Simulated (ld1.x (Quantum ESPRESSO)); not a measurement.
**Plane-wave convergence, RRKJ potential for calcium (Ca)**

```json
{
 "Element": "calcium",
 "Generator": "ld1.x (Quantum ESPRESSO) 7.5",
 "Type": "norm-conserving RRKJ (Kleinman–Bylander form)",
 "Functional": "PBE",
 "Relativity": "scalar-relativistic",
 "Frozen core": "[Ar]",
 "Valence charge": "2",
 "Reference configuration": "3d0 4s1 4p1",
 "Partial waves": "4p (bound): rc 4.20 bohr; 3d (bound, empty): rc 2.95 bohr; 4s (bound): rc 2.75 bohr",
 "Local potential": "the s channel",
 "Core correction": "Bessel-smoothed model core inside 1.55 bohr",
 "rho0": "0.005"
}
```

The pseudo-atom Hamiltonian at the reference potential is diagonalised in spherical Bessel functions j_l(qr) that vanish at 20 bohr, with q² up to the cutoff. All-electron valence levels (Ry): 4p -0.1427, 3d -0.2227, 4s -0.3248.

Q: How do the lowest levels (Ry) of each channel move with the cutoff, and are there ghosts?

A:

| cutoff (Ry) | p #1 | d #1 | s #1 | s #2 | f #1 | f #2 | Σ f·Δε (mRy) |
| --- | --- | --- | --- | --- | --- | --- | --- |
| 8 | -0.1427 | -0.0242 | -0.3238 | -0.0214 | 0.0785 | 0.1901 | 1.0 |
| 10 | -0.1427 | -0.0745 | -0.3244 | -0.0215 | 0.0785 | 0.1901 | 0.4 |
| 12 | -0.1427 | -0.1536 | -0.3246 | -0.0216 | 0.0785 | 0.1901 | 0.2 |
| 15 | -0.1427 | -0.2026 | -0.3246 | -0.0216 | 0.0785 | 0.1901 | 0.2 |
| 400 | -0.1427 | -0.2227 | -0.3248 | -0.0216 | 0.0785 | 0.1901 | 0.0 |

Result: no extra level below or beside the all-electron valence levels (p, d, s, f tested); 10 mRy is reached at 6 Ry and 1 mRy at 10 Ry.

The cutoffs count occupied waves only; the empty 3d level needs 18 Ry at the loose tolerance.
